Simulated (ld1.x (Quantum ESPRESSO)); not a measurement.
**nickel (Ni), ultrasoft: configuration errors across variants**

```json
{
  "Element": "Ni",
  "Generator": "ld1.x (Quantum ESPRESSO) 7.5",
  "Type": "ultrasoft",
  "Functional": "PBEsol",
  "Relativity": "scalar-relativistic",
  "Frozen core": "[Ar]",
  "Valence charge": "10",
  "Reference configuration": "3d8 4s1.75 4p0.25",
  "Partial waves": "4s (bound): rcut 1.80, rcutus 1.90 bohr; 4s channel at 2.95 Ry: rcut 1.80, rcutus 1.90 bohr; 4p (bound): rcut 2.45, rcutus 3.30 bohr; 4p channel at 1.3 Ry: rcut 2.45, rcutus 3.30 bohr; 3d (bound): rcut 0.70, rcutus 0.95 bohr; 3d channel at 3.3 Ry: rcut 0.70, rcutus 0.95 bohr",
  "Local potential": "all-electron potential smoothed inside 0.85 bohr (lloc = -2)",
  "Core correction": "a·sin(br)/r model core, default radius (core density twice the valence density)",
  "Augmentation charge": "built from norm-conserving waves at rcut, not smoothed further"
}
```

All-electron excitation energies from the reference (eV): (1) 3d8 4s2 4p0 -1.127; (2) 3d8 4s1 4p0 8.209; (3) 3d8 4s0 4p0 25.470; (4) 3d7 4s0 4p0 62.907; (5) 3d8 4s1 4p1 3.503; (6) 3d6 4s0 4p0 120.427; (7) 3d7 4s2 4p0 15.023.

The overlap operator is not positive definite (basis up to 400 Ry) in “base”, “local potential all-electron potential smoothed inside 0.90 bohr (lloc = -1)”, “waves 3d (bound): rcut 0.70, rcutus 1.22 bohr; 3d channel at 3.3 Ry: rcut 0.70, rcutus 1.22 bohr”, “waves 4s (bound): rcut 1.78, rcutus 1.88 bohr; 4s channel at 2.95 Ry: rcut 1.78, rcutus 1.88 bohr”, “all radii but the core radius scaled by about 1.04 (s 1.98, p 3.44, d 1.00 bohr, rcut 1.88/2.56/0.72); local potential all-electron potential smoothed inside 0.88 bohr (lloc = -2)”. Such files are unfit for use, however small their errors in these radial tests.

3 further variants failed, have other tests or another functional or relativity, and are left out.

A true bound ghost makes a file unfit for plane-wave use even where its test errors are small: the radial tests pick states by their node count and pass the ghost by.

Errors AE − PS in meV (a dash: test not solved or not reliable):

```tsv
change	(1)	(2)	(3)	(4)	(5)	(6)	(7)	bound ghosts
base	-0.1	-7.5	-52	-115	-2.0	-905	-192	s (p not tested, overlap not positive)
local potential all-electron potential smoothed inside 0.90 bohr (lloc = -1)	-0.1	-7.5	-52	-115	-1.9	-905	-191	s (p not tested, overlap not positive)
wave 4p channel at 1.3 Ry: rcut 2.45, rcutus 3.30 bohr becomes 4p channel at 0.99 Ry: rcut 2.45, rcutus 3.30 bohr	-0.1	-7.5	-52	-115	-2.0	-905	-192	s
waves 3d (bound): rcut 0.70, rcutus 1.22 bohr; 3d channel at 3.3 Ry: rcut 0.70, rcutus 1.22 bohr	-0.1	-7.6	-53	-114	-2.0	-909	-193	s (p not tested, overlap not positive)
waves 4s (bound): rcut 1.78, rcutus 1.88 bohr; 4s channel at 2.95 Ry: rcut 1.78, rcutus 1.88 bohr	-0.1	-7.3	-51	-118	-1.9	-916	-190	s (p not tested, overlap not positive)
all radii but the core radius scaled by about 1.04 (s 1.98, p 3.44, d 1.00 bohr, rcut 1.88/2.56/0.72); local potential all-electron potential smoothed inside 0.88 bohr (lloc = -2)	-0.2	-10	-53	-110	-2.3	-891	-198	s (p not tested, overlap not positive)
```

(1) Give the same row for: local potential all-electron potential smoothed inside 3.50 bohr (lloc = -2).

## Answers

(1) -0.2, -9.8, -68, -140, -2.6, -940, -197; bound ghosts: none.
